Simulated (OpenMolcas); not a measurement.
# Cu⁴⁺: Racah parameters, the spin-orbit constant, worked from levels

```json
{
 "Program": "OpenMolcas",
 "Basis": "ANO-RCC-VTZP [6s5p3d2f1g]",
 "Scalar Hamiltonian": "DKH2, point nucleus",
 "Active space": "7 electrons in 5 orbitals (3d)",
 "State averaging": "2S+1 = 4 even, 10 roots; 2S+1 = 2 even, 40 roots",
 "Spin-orbit coupling": "state interaction with AMFI integrals over the reference wave functions, term energies averaged over their components"
}
```

Methods: CASSCF; MS-CASPT2, IPEA 0.25 Eh, imaginary shift 0.1 Eh (closed shells correlated: 3s 3p). Measured levels: Sugar and Musgrove, J. Phys. Chem. Ref. Data 19, 527 (1990).

**Racah parameters.** Above ⁴F, d7 has ⁴P at 15B, ²G at 4B + 3C and ²H at 9B + 3C. The first two fix B and C, and the third tests them; where it misses by thousands of cm-1, two parameters do not describe the configuration (Trees and configuration-interaction terms are left out) and B and C hang on the terms chosen. Term energies are centres of gravity, weighted by 2J + 1.

```tsv
Source	⁴P	²G	B	C	C/B	²H from B, C	²H found
CASSCF	23751	24261	1583	5976	3.78	32175	32423
MS-CASPT2	19657	21482	1310	5413	4.13	28029	29824
measured	19534	21696	1302	5496	4.22	28206	29491
```

Energies in cm-1. From CASSCF to MS-CASPT2, B changes by -17.2 % and C by -9.4 %. Against the measured terms, MS-CASPT2 has B off by +0.6 % and C by -1.5 %.

**The spin-orbit constant.** For the Hund term ⁴F of d7, E(J) = (A/2) J(J+1) + constant and ζ = -2S·A = -3A. From J = 3/2 to J = 9/2 the energy changes by 10.5 A.

```json
{"Source": "CASSCF", "E(9/2) - E(3/2)": "-3424.1", "A": "-326.1", "ζ": "978"}
{"Source": "MS-CASPT2", "E(9/2) - E(3/2)": "-3413.2", "A": "-325.1", "ζ": "975"}
{"Source": "measured", "E(9/2) - E(3/2)": "-3528.1", "A": "-336.0", "ζ": "1008"}
```

All in cm-1. MS-CASPT2 is off by -3.3 % and CASSCF by -2.9 %. Both methods take the spin-orbit matrix elements from the reference wave functions, so the second can move ζ only through the term energies and any multistate remixing. Second-order mixing with other terms is absorbed into this ζ.

CASPT2 breaks the degeneracy within a term, and the mean is taken; among the terms shown or strongly mixed into the levels shown the widest spread is 720 cm-1 (3d⁷ ⁴F, MS-CASPT2). Without dynamic correlation excited terms often stand tens of per cent too high (terms of higher spin than the ground term too low), and those without a measured partner can miss by more than the paired ones (holds for CASSCF). Computed and measured levels are paired by configuration, term and J; levels that our copy of the source lacks, or whose pairing is in doubt (as where it misses far off the trend of its configuration), stay unpaired and out of the deviations. Levels of configurations outside the active space are missing.
